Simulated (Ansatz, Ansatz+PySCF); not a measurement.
```xyz
18

C     1.4483   -0.0032    0.2258
C     0.7280    1.2616   -0.2170
C    -0.7286    1.2655    0.2174
C    -1.4648   -0.0062   -0.2303
C    -0.7304   -1.2525    0.2270
C     0.7204   -1.2590   -0.2228
H     1.5219   -0.0080    1.3303
H     2.4918   -0.0080   -0.1418
H     0.7567    1.3298   -1.3285
H     1.2564    2.1584    0.1431
H    -1.2432    2.1583   -0.1382
H    -0.7608    1.3232    1.3399
H    -1.5336    0.0073   -1.3265
H    -2.4905   -0.0043    0.1548
H    -1.2479   -2.1678   -0.1399
H    -0.7608   -1.3255    1.3212
H     1.2452   -2.1525    0.1521
H     0.7734   -1.3231   -1.3337
```

Basis set: def2-SVP (spherical functions). Left uncorrelated: 6 orbitals. Charge 0, multiplicity 1.

Computed with Ansatz (development build ahead of 0.2.0); each method stands on the lowest determinant of its kind that the runs found. Restricted open shells among the atoms or ions are ROHF, correlated in semicanonical orbitals with singles.

The atomization energy at this shape (free ground-state atoms in the same class of orbitals less the molecule, no zero-point energy) of singlet C6H12:

```
 method  atomization energy
RHF-MP2            74.44 eV
```

Question: What does RHF give?

Answer: 59.90 eV.
